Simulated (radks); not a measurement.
Ionisation of the thulium ion Tm50+, [Ar] 3d1, to [Ar] as the strength of local exchange is varied. All-electron calculation, scalar-relativistic Kohn-Sham, Slater X-alpha exchange (alpha = 2/3 is LDA exchange), no correlation, spin-polarised, spherical densities, point nucleus; open shells are filled with parallel spins first (spin-orbit coupling, left out, can overturn this in heavy ions). Program: a radial shooting solver on a logarithmic mesh with Libxc functionals.

alpha  E(Tm50+) (hartree)  exchange (hartree)  IE (eV)  -e of the level emptied (eV)  <r> of it (bohr)
0.632         -11203.9897           -147.4566   4420.9                   4359.6 (3d)            0.1797
0.667         -11212.2160           -155.7015   4428.2                   4367.1 (3d)            0.1795
0.772         -11236.9200           -180.4857   4450.3                   4389.7 (3d)            0.1791
0.925         -11272.9851           -216.7333   4482.7                   4422.7 (3d)            0.1784
0.95          -11278.8858           -222.6712   4488.0                   4428.1 (3d)            0.1783
1.029         -11297.5459           -241.4626   4504.7                   4445.3 (3d)            0.1780

NIST Atomic Spectra Database: 4461 eV (theoretical). The Delta-SCF value meets it near alpha = 0.82. Open shells are spherical and high-spin; term and fine-structure splittings are not resolved. Spin-orbit splitting is averaged out at the scalar-relativistic level.
